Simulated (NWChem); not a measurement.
**Correlation energy of silylarsine (H5AsSi)**

SMILES: [SiH3][AsH2]
```xyz
7

Si     1.5569    -0.2999     0.0000
As    -0.7829     0.2106     0.0000
H      2.1686     0.3168     1.2132
H      2.1686     0.3168    -1.2132
H      1.8473    -1.7633     0.0000
H     -1.0721    -0.8105     1.1036
H     -1.0721    -0.8105    -1.1036
```
Charge 0, spin multiplicity 1.

All runs are NWChem calculations. Structure: optimised with B3LYP/def2-SVP, a minimum by its harmonic frequencies.

Basis set: def2-SVP. Each correlation energy counts from its own Hartree-Fock reference.

The Hamiltonian is non-relativistic. The correlated methods keep 14 core orbitals frozen. No row is a measurement; the coupled-cluster row has its own basis-set and correlation limits.

**Question.** Order these methods by the correlation energy they give, lowest first: MP2, SCS-MP2, CR-CCSD[T], CCSD, CCSD+T(CCSD).

**Answer.** CCSD+T(CCSD) (-393.7 mHa), CR-CCSD[T] (-391.4 mHa), CCSD (-383.1 mHa), MP2 (-347.7 mHa), SCS-MP2 (-344.9 mHa)
